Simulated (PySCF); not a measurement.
C4H12GeO4, SMILES [Ge]([O]C)([O]C)([O]C)[O]C. Geometry optimised at PBE-D3(BJ)/def2-SVP. The isomer is the one that the SMILES or the coordinates give; other isomers of the formula were not compared. The values are those of a single conformer.

Computed equilibrium geometry at PBE-D3(BJ)/def2-SVP (PySCF confirms it by a frequency run) as a Z-matrix, and its point group (one conformer of several):
point group S4.
```
Ge
O 1 1.7795
C 2 1.4236 1 119.39
H 3 1.1095 2 107.72 1 -171.02
H 3 1.1122 4 108.47 2 -121.76
H 3 1.1139 4 108.04 5 -117.03
O 1 1.7795 2 106.42 3 46.45
C 7 1.4236 1 119.39 2 -170.45
H 8 1.1095 7 107.72 1 171.02
H 8 1.1122 9 108.47 7 121.76
H 8 1.1139 9 108.04 10 117.03
O 1 1.7795 2 115.76 3 -71.55
C 12 1.4236 1 119.39 2 -71.55
H 13 1.1095 12 107.72 1 -171.02
H 13 1.1122 14 108.47 12 -121.76
H 13 1.1139 14 108.04 15 -117.03
O 1 1.7795 2 106.42 3 170.45
C 17 1.4236 1 119.39 2 -46.45
H 18 1.1095 17 107.72 1 171.02
H 18 1.1122 19 108.47 17 121.76
H 18 1.1139 19 108.04 20 117.03
```
Charge 0, spin multiplicity 1.
